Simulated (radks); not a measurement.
Coulomb parameter of the 5d shell of the tungsten ion W2+ in the model configuration [Xe] 4f14 5d3 6p1, as a second difference U = [E(n + 0.5) + E(n - 0.5) - 2 E(n)] / (0.5)^2 with all orbitals relaxed. "Bare": the charge of the atom changes with n. "Screened": the 6p shell takes up the change at fixed total charge, which measures U(5d,5d) + U(6p,6p) - 2 U(5d,6p). Method: scalar-relativistic Kohn-Sham, PBE, spin-unpolarised, spherical densities, finite nucleus; Fermi nuclear charge, rms radius 5.3658 fm; computed with a radial shooting solver on a logarithmic mesh with Libxc functionals.

| case | configuration | E - E(n) (eV) |
|---|---|---|
| start | [Xe] 4f14 5d3 6p1 | 0.000 |
| bare +0.5 | [Xe] 4f14 5d3.5 6p1 | -10.244 |
| bare -0.5 | [Xe] 4f14 5d2.5 6p1 | 12.964 |
| screened +0.5 | [Xe] 4f14 5d3.5 6p0.5 | -4.074 |
| screened -0.5 | [Xe] 4f14 5d2.5 6p1.5 | 4.511 |

U(bare) = 10.882 eV, U(screened by 6p) = 1.748 eV, against the Slater integral F0(5d,5d) = 13.688 eV with frozen orbitals.
